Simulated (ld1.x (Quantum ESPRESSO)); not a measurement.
Which setting gave this result? (iron, TM)

Base potential:

```
Element                 : Fe
Generator               : ld1.x (Quantum ESPRESSO) 7.5
Type                    : norm-conserving Troullier–Martins (Kleinman–Bylander form)
Functional              : LDA (PZ)
Relativity              : scalar-relativistic
Frozen core             : [Ar]
Valence charge          : 8
Reference configuration : 3d6 4s1.5 4p0 (charge +0.5)
Partial waves           : 4s (bound): rc 2.15 bohr; 4p (bound, empty): rc 3.40 bohr; 3d (bound): rc 1.25 bohr
Local potential         : all-electron potential smoothed inside 1.85 bohr (lloc = -2)
Core correction         : Bessel-smoothed model core inside 0.95 bohr
```

Cutoffs, loose and tight: the cutoffs (Ry, on a coarse ladder) from which the occupation-weighted sum of valence levels, in a spherical-Bessel basis at the reference potential, stays within 10 and 1 mRy of its value at 400 Ry. They do not see the model core or the augmentation charge, which bear on the density cutoff. Test errors are all-electron minus pseudo excitation energies from the reference, over the configurations 3d6 4s2 4p0; 3d6 4s1 4p0; 3d6 4s0 4p0; 3d4 4s0 4p0; 3d5 4s2 4p1; 3d7 4s1 4p0; 3d6 4s0 4p1 (two spin-polarised tests are not counted in the largest error); variants that change the core or the reference have their own tests. The largest error is taken over the tests solved by every variant that gives reliable tests at all, those not shown here included: 3d4 4s0 4p0; 3d5 4s2 4p1; 3d6 4s1 4p0.

Only the scale of all radii but the core radius (base = 1) is moved:

```tsv
scale of all radii but the core radius (base = 1)	cutoff, loose	cutoff, tight	bound ghosts	largest test error (meV)
0.76	200 Ry	300 Ry	none	-1628
1.04	140 Ry	200 Ry	none	-1611
1.1	120 Ry	200 Ry	none	-1661
1.23	100 Ry	180 Ry	none	-1773
1.38	90 Ry	160 Ry	none	-1995
```

**Question.** One more run gave cutoff, loose: 160 Ry; cutoff, tight: 260 Ry; bound ghosts: none; largest test error (meV): -1572. Which value of the scale of all radii but the core radius (base = 1) was used?

**Answer.** 0.9. The loose cutoff moves one way along this sweep, from 200 Ry at 0.76 to 90 Ry at 1.38, which places the run between 0.76 and 1.04.
